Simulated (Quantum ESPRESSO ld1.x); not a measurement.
Results of a calculation; reference values are marked as such.
Neutral boron, 5 electrons, occupied as [He] 2s2 6d1 (not the ground configuration). Code: ld1.x of Quantum ESPRESSO 7.5. Model: scalar-relativistic Kohn-Sham, LDA (Slater exchange, Perdew-Zunger correlation), spin-polarised, spherical densities, point nucleus; open shells are filled with parallel spins first. Some entries of the table are withheld. Estimate them.

| orbital | occ. | eigenvalue (hartree) | <1/r> (bohr^-1) | <r> (bohr) |
|---|---|---|---|---|
| 1s down | 1 | -7.01275 | (1) | 0.3319 |
| 1s up | 1 | -7.01273 | (2) | 0.3319 |
| 2s up | 1 | -0.68087 | 0.8035 | 1.790 |
| 2s down | 1 | -0.68055 | 0.8039 | 1.789 |
| 6d up | 1 | -0.01189 | 0.03399 | 43.76 |
| 6d down | 0 | -0.01068 | 0.03666 | 42.69 |

Answer. 
(1) 1s down <1/r> (bohr^-1): 4.620
(2) 1s up <1/r> (bohr^-1): 4.620
